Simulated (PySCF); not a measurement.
## SMILES Clc1cnc2nsnc2n1, C$_{4}$HClN$_{4}$S

Geometry:
```
atom   x (Å)  y (Å)  z (Å)
 Cl1   4.958  2.572  2.082
  C2   3.424  1.966  1.576
  C3   3.445  0.885  0.612
  N4   2.360  0.341  0.151
  C5   1.205  0.859  0.638
  N6  -0.011  0.447  0.297
  S7  -1.049  1.368  1.142
  N8  -0.019  2.319  1.967
  C9   1.200  1.939  1.601
 N10   2.348  2.486  2.063
 H11   4.414  0.513  0.261
```

Level of theory: PySCF, quadratic response CAM-B3LYP/aug-cc-pVDZ first hyperpolarisability, Taylor convention, gas phase. Geometry: PBE0-D3(BJ)/def2-SVP.

Give β for the processes computed.

In au, Taylor convention; the vector part is βᵢ = ⅓ Σⱼ (βᵢⱼⱼ + βⱼᵢⱼ + βⱼⱼᵢ); β∥ is 3/5 of the vector part along the dipole, the dipole points from − to +:
| process | λ (nm) | β vector norm | β∥ | β HRS | depolarisation ratio |
| --- | --- | --- | --- | --- | --- |
| static β(0;0,0) | ∞ | 238.7 | 64.9 | 111.6 | 3.61 |
| second harmonic β(−2ω;ω,ω) | 1907 | 260.6 | 71.5 | 122.5 | 3.63 |
| Pockels β(−ω;ω,0) | 1907 | 245.6 | 67.0 | – | – |
| second harmonic β(−2ω;ω,ω) | 1064 | 327.2 | 91.5 | 155.9 | 3.67 |
| Pockels β(−ω;ω,0) | 1064 | 262.3 | 72.0 | – | – |

Which lowest excitations, dipole and polarisabilities go with it?

S1 3.46 eV (f = 0.001); S2 4.30 eV (f = 0.362); S3 4.55 eV (f = 0.000); dipole 0.72 D; isotropic α 110.0 au static, 110.7 au at 1907 nm, 112.2 au at 1064 nm, 112.7 au at 953.5 nm, 120.4 au at 532 nm.
